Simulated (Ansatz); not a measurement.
Basis-set extrapolation for CH7B2ClSi (`CB([SiH3])BCl`) (PBE0-D4/def2-TZVP geometry, frozen core, the Gaussian-basis code of Ansatz). Multiplicity 1, RHF reference.

```csv
,def2-TZVPP,def2-QZVPP
HF,-839.804527,-839.830131
MP2 correlation,-0.685498,-0.737420
CCSD(T) correlation,-0.788208,not run
```

Energies in hartree. Use E(X) = E(∞) + A·exp(−7.88·√X) for Hartree–Fock and E(X) = E(∞) + B·X^(−2.97) for correlation, with X = 3 and 4, and add CCSD(T) minus MP2 of the smaller set to the MP2 limit.

Q: What is the CCSD(T) energy at the basis-set limit?

A: HF limit: -839.830131 + (-0.025604) × 0.13774 = -839.83366. MP2 limit: -0.737420 + (-0.051922) × 0.74074 = -0.77588. Higher-order term: -0.788208 − (-0.685498) = -0.10271. Total: -840.71225 hartree, 75.0 kcal/mol below CCSD(T)/def2-TZVPP.
